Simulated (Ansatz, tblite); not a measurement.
# C2H10OSi2 (SMILES C[SiH2]O[SiH2]C): the vertical energy of the triplet above the singlet, rung by rung

C2H10OSi2 has 15 atoms, charge 0, and is taken as a singlet. SMILES: `C[SiH2]O[SiH2]C`. The coordinates come from a PBE0-D4/def2-TZVP relaxation. This is one conformer, not always the lowest.

Each level gives the vertical energy of the triplet above the singlet (eV). The values are calculated.

```tsv
level	kind	program	value (eV)	CPU time (all runs)
IPEA1-xTB	semi-empirical	tblite	5.67	under 2 s
HF/6-31G* (spherical functions)	Hartree–Fock	Ansatz	8.31	27 s
SVWN5/6-31G* (spherical functions)	LDA	Ansatz	6.54	37 s
revPBE/6-31G* (spherical functions)	GGA	Ansatz	6.68	68 s
r2SCAN/6-31G* (spherical functions)	meta-GGA	Ansatz	7.08	2.4 min
BHLYP/6-31G* (spherical functions)	global hybrid	Ansatz	7.98	79 s
CAM-B3LYP/6-31G* (spherical functions)	range-separated hybrid	Ansatz	7.78	82 s
MP2/6-31G* (spherical functions)	perturbation theory	Ansatz	8.85	38 s
CCSD/6-31G* (spherical functions)	coupled cluster or CI	Ansatz	8.23	4.8 min
```

The values span 5.67 to 8.85 eV. A triplet this far above the singlet is often a Rydberg-like or dissociative state; sets without diffuse functions put Rydberg states too high. Times are those of the runs behind each value, whatever else they computed, on shared processors of several kinds: orders of magnitude only.
